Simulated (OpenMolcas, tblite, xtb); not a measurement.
**SiHCl2O (SMILES [O][SiH](Cl)Cl): the dipole moment, rung by rung**

The species is SiHCl2O (5 atoms), meant as a doublet with charge 0. SMILES: `[O][SiH](Cl)Cl`. The coordinates come from a PBE0-D4/def2-TZVP relaxation.

Quantity: the dipole moment, in D. The values are calculated.

| level | kind | program | value (D) | CPU time |
| --- | --- | --- | --- | --- |
| GFN2-xTB | semi-empirical | tblite | 2.97 | under 2 s |
| GFN0-xTB | semi-empirical | xtb | 1.39 | under 2 s |
| UHF/6-311+G** | Hartree–Fock | OpenMolcas | 1.21 | 41 s |
| USVWN5/6-311+G** | LDA | OpenMolcas | 1.78 | 84 s |
| UPBE/6-311+G** | GGA | OpenMolcas | 1.51 | 95 s |
| U-r2SCAN/6-311+G** | meta-GGA | OpenMolcas | 1.33 | 99 s |
| UM06-2X/6-311+G** | hybrid meta-GGA | OpenMolcas | 1.29 | 2.8 min |

The values span 1.21 to 2.97 D. Magnitudes only. CPU times are rough (shared hosts, several kinds of processor and program).
